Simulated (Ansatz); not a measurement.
Cost and result up the ladder for (CuH)2 ring (Cu2H2) (4 atoms). Charge 0, multiplicity 1. Geometry: r2SCAN-D4/def2-TZVP.

```xyz
4

Cu   -0.531    0.434    0.828
H     1.172    0.563    0.460
Cu    0.531   -0.434   -0.828
H    -1.172   -0.563   -0.460
```

Ansatz on 4 threads of Arm Neoverse V1 on a shared host. Times are rough, and most runs start from the orbitals of an earlier one. ωB97M-V/def2-TZVP serves as the yardstick here, not as an exact answer. Differences are given only for rows in sets of like size (and for xTB, whose basis is part of the method), since another set adds its own error. Binding counts from free atoms at the same level (Cu doublet, H doublet; other spins of the atoms weren't run), without zero-point energy or a counterpoise term.

The 6-31G sets use Cartesian d functions. B3LYP takes the VWN-RPA correlation. Correlated methods freeze 18 core orbitals.

Correlated methods converge slowly with the basis.

```
                            level  functions  binding energy per atom (eV)  difference from ωB97M-V/def2-TZVP (eV)
                   B3LYP-D4/6-31G         62                          1.95                                       –
               PBE0-D4/def2-TZVPD        114                          1.55                                   -0.11
                  PBE-D4/def2-SVP         72                          1.76                                       –
r2SCAN-D4/def2-TZVP (with forces)        102                          1.66                                    0.00
               CCSD(T)/def2-TZVPP        156                          1.62                                   -0.04
                         HF/6-31G         62                          1.50                                       –
                PBE-D4/def2-TZVPD        114                          1.61                                   -0.06
                     HF/def2-TZVP        102                          0.91                                   -0.75
                ωB97M-V/def2-TZVP        102                          1.66                                    0.00
                 PBE-D4/def2-TZVP        102                          1.59                                   -0.08
            LDA (SPW92)/def2-TZVP        102                          1.92                                    0.26
             r2SCAN-D4/def2-TZVPD        114                          1.68                                    0.02
                PBE0-D4/def2-TZVP        102                          1.54                                   -0.13
                 PBE0-D4/def2-SVP         72                          1.65                                       –
```

Estimate how long each takes.

HF/6-31G 0.3 s; LDA (SPW92)/def2-TZVP 0.6 s; PBE-D4/def2-SVP 0.65 s; HF/def2-TZVP 0.8 s; B3LYP-D4/6-31G 0.8 s; PBE-D4/def2-TZVP 0.85 s; PBE0-D4/def2-SVP 0.85 s; PBE-D4/def2-TZVPD 1.1 s; PBE0-D4/def2-TZVPD 1.8 s; r2SCAN-D4/def2-TZVP (with forces) 2.2 s; PBE0-D4/def2-TZVP 2.2 s; r2SCAN-D4/def2-TZVPD 2.4 s; ωB97M-V/def2-TZVP 4.7 s; CCSD(T)/def2-TZVPP 18 s. On shared hardware such times vary by a factor of up to 3.
